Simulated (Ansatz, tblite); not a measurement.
Forces on Sr2S3 at its B3LYP-D4/def2-SVP geometry. Charge 0, multiplicity 1.

In the def2 sets Sr takes a core potential; there is no spin–orbit coupling. The xTB rows come from tblite. The structure comes from a short search, and lower isomers may exist.

GFN1-xTB (tblite), largest force 0.62 eV/Å:

```xyz
5
positions Å, forces eV/Å
Sr   -1.688   -0.288   -0.662    0.366    0.130    0.175
Sr    1.757   -0.399    0.354   -0.394    0.155   -0.048
S     0.217   -2.158   -0.973   -0.057    0.564    0.254
S    -0.441    0.961    1.599    0.142   -0.270   -0.508
S     0.155    1.884   -0.318   -0.056   -0.578    0.127
```

GFN2-xTB (tblite), largest force 0.31 eV/Å:

```
Sr -0.063 0.173 0.064
Sr 0.029 0.171 0.091
S 0.010 -0.105 -0.047
S 0.087 -0.003 -0.294
S -0.063 -0.236 0.187
```

PBE0-D4/def2-TZVP (Ansatz), largest force 1.03 eV/Å:

```
Sr 0.414 0.012 0.133
Sr -0.418 0.039 -0.112
S -0.035 0.339 0.153
S 0.292 0.228 -0.963
S -0.253 -0.618 0.789
```
